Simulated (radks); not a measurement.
Values are calculated unless marked as measured or tabulated.
Ho III, 65 electrons, occupied as [Kr] 4d10 4f11 5s1.75 5p6 6p0.25 (fractional occupations, a model configuration). Code: a radial shooting solver on a logarithmic mesh with Libxc functionals. Model: scalar-relativistic Kohn-Sham, PBE, spin-unpolarised, spherical densities, point nucleus. Some entries of the table are withheld. Estimate them.

orbital  occ.  eigenvalue (hartree)  <r^2> (bohr^2)
1s          2             -2040.223       0.0005880
2s          2             -341.7488        0.009167
2p          6                   (1)        0.007441
3s          2             -76.78048         0.06036
3p          6             -64.88057         0.06070
3d         10                   (2)         0.05071
4s          2             -15.63856          0.3040
4p          6             -11.72442          0.3445
4d         10              -6.43971          0.4135
5s       1.75              -2.44393           1.820
5p          6              -1.53431             (3)
4f         11              -0.70519          0.9417
6p       0.25              -0.40579           19.10

Answer. 
(1) 2p eigenvalue (hartree): -302.8002
(2) 3d eigenvalue (hartree): -49.79360
(3) 5p <r^2> (bohr^2): 2.555
